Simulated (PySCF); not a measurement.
## Electron correlation in Ar³⁺ (argon, charge +3)

[Ne] 3s2 3p3, high-spin 4S determinant. Calculation: PySCF 2.14, in aug-cc-pCVTZ-DK (8s7p5d3f, 75 functions); scalar relativity by spin-free X2C-1e. Frozen: [Ne]; 5 electrons correlated.

```
  level  correlation energy (mhartree)
   CCSD                        -125.79
    (T)                          -3.24
CCSD(T)                        -129.03
```

Diagnostics: T1 = 0.0026, D1 = 0.0070, largest double amplitude 0.058.

Cost of the coupled-cluster step: of the order of 8 core-seconds, for 5 correlated electrons.

Iterations:

```
CC2 = 0
CCSD nocc = (np.int64(4), np.int64(1)), nmo = (70, 70)
frozen orbitals [[0, 1, 2, 3, 4], [0, 1, 2, 3, 4]]
max_cycle = 100
direct = 0
conv_tol = 1e-08
conv_tol_normt = 1e-06
diis_space = 8
diis_start_cycle = 0
Init t2, MP2 energy = -0.10413318309938
Init E_corr(UCCSD) = -0.104133183109333
cycle = 1  E_corr(UCCSD) = -0.12094574887142  dE = -0.0168125658  norm(t1,t2) = 0.0360541
cycle = 2  E_corr(UCCSD) = -0.124460178827929  dE = -0.00351442996  norm(t1,t2) = 0.0100921
cycle = 3  E_corr(UCCSD) = -0.125816136532179  dE = -0.0013559577  norm(t1,t2) = 0.0034448
cycle = 4  E_corr(UCCSD) = -0.125794065976163  dE = 2.2070556e-05  norm(t1,t2) = 0.000405064
cycle = 5  E_corr(UCCSD) = -0.125793674483001  dE = 3.91493162e-07  norm(t1,t2) = 2.45116e-05
cycle = 6  E_corr(UCCSD) = -0.125793408940248  dE = 2.65542753e-07  norm(t1,t2) = 1.87892e-06
cycle = 7  E_corr(UCCSD) = -0.125793476613226  dE = -6.76729785e-08  norm(t1,t2) = 2.62392e-07
cycle = 8  E_corr(UCCSD) = -0.125793468510781  dE = 8.10244555e-09  norm(t1,t2) = 4.83335e-08
UCCSD converged
E(UCCSD) = -525.7973485348433  E_corr = -0.1257934685107808
UCCSD(T) correction = -0.00324326121942378
```
